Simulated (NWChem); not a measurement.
System: C5H4O; SMILES O=C1C=CC=C1

```xyz
10

O      0.0000     0.0000    -2.0265
C      0.0000     0.0000    -0.8218
C      0.0000     1.2024     0.0853
C      0.0000     0.7479     1.3465
C      0.0000    -0.7479     1.3465
C      0.0000    -1.2024     0.0853
H      0.0000     2.2302    -0.2744
H      0.0000     1.3491     2.2572
H      0.0000    -1.3491     2.2572
H      0.0000    -2.2302    -0.2744
```
Atoms are numbered in this order, from 1.

Results from NWChem. All runs use the structure optimised with PBE0/def2-SVP. Isolated, static molecule.

GIAO at PBE0/pcSseg-1: principal shieldings of C4 are -104.0, 44.5, 146.0 ppm; an isolated tetramethylsilane molecule has σ = 184.4 ppm at the same levels.

Problem. Find the isotropic 13C shift, its principal values, the span and the skew.

Solution. 
1. σ(iso) = one third of the sum = 28.8 ppm.
2. δ = σ(reference) − σ = 155.6 ppm against tetramethylsilane.
3. δ11, δ22, δ33 = 288.4, 139.9, 38.4 ppm.
4. Span Ω = δ11 − δ33 = 250.0 ppm; skew κ = 3(δ22 − δ(iso))/Ω = -0.19.
